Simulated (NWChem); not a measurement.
Species: C3H4FNSi; SMILES F[Si@H]1C=CC=N1

```xyz
10

F      0.0599    -2.0268    -0.5819
Si     0.0167    -0.7435     0.4058
C      1.3370     0.5377     0.0488
C      0.6342     1.6493    -0.2353
C     -0.8576     1.4553    -0.2164
N     -1.3585     0.3110     0.0480
H     -0.0247    -1.2584     1.7971
H      2.4278     0.5134     0.0801
H      1.0652     2.6294    -0.4679
H     -1.5068     2.3218    -0.4365
```
Atoms are numbered in this order, from 1.

Level: PBE0/def2-SVP (NWChem), optimised geometry, unscaled harmonic frequencies. 

Problem. List the harmonic frequencies with IR intensities, and the thermochemistry.

Solution. 
| frequency (cm⁻¹) | IR intensity (km/mol) |
|---|---|
| 140 | 1.0 |
| 227 | 4.4 |
| 401 | 11.7 |
| 451 | 4.2 |
| 512 | 38.9 |
| 657 | 9.9 |
| 714 | 50.4 |
| 738 | 18.1 |
| 759 | 44.0 |
| 837 | 35.1 |
| 874 | 59.7 |
| 937 | 210.2 |
| 957 | 77.7 |
| 978 | 17.0 |
| 1020 | 0.6 |
| 1082 | 24.8 |
| 1306 | 12.8 |
| 1363 | 18.2 |
| 1614 | 35.1 |
| 1708 | 46.2 |
| 2289 | 106.7 |
| 3095 | 46.2 |
| 3193 | 9.9 |
| 3250 | 0.2 |

- zero-point energy: 41.6 kcal/mol
- thermal correction to the enthalpy at 298.15 K (with zero-point energy): 45.7 kcal/mol
- heat capacity Cv: 20.3 cal/(mol K)
- entropy at 298.15 K and 1 atm (symmetry number 1): 75.5 cal/(mol K)
- dipole moment: 3.04 D

Rigid rotor and harmonic oscillator.
